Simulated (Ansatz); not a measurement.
`FC(F)(F)OBCl`, relaxed with RKS PBE0-D4/def2-TZVP in Ansatz from a GFN2-xTB geometry. The force threshold is 0.005 eV/Å; the program also tests the step.

Charge 0, multiplicity 1.

Start:

```xyz
8

F     1.456    0.249    0.958
C     0.311   -0.436    0.877
F    -0.578    0.213    1.635
F     0.525   -1.612    1.457
O    -0.099   -0.622   -0.372
B    -0.445    0.328   -1.288
Cl   -0.394    1.981   -0.946
H    -0.777   -0.102   -2.322
```

| step | energy (eV) | largest force (eV/Å) | largest move (Å) |
| --- | --- | --- | --- |
| 1 | -24441.9565 | 1.485 | 0.000 |
| 2 | -24442.0042 | 0.863 | 0.029 |
| 3 | -24442.0248 | 0.241 | 0.021 |
| 4 | -24442.0249 | 0.234 | 0.001 |
| 5 (rejected) | -24442.0210 | 0.236 | 0.033 |
| 6 | -24442.0265 | 0.009 | 0.015 |
| 7 | -24442.0266 | 0.004 | 0.003 |

End:

```xyz
8

F     1.451    0.257    0.946
C     0.320   -0.438    0.910
F    -0.590    0.201    1.636
F     0.537   -1.620    1.461
O    -0.105   -0.640   -0.363
B    -0.441    0.309   -1.281
Cl   -0.383    2.019   -0.964
H    -0.789   -0.088   -2.344
```

Hardware: 2 threads of an AMD EPYC 7R13 on a shared host and a share of an NVIDIA H100 80 GB. Wall time 14 s, peak host memory 0.89 GiB.
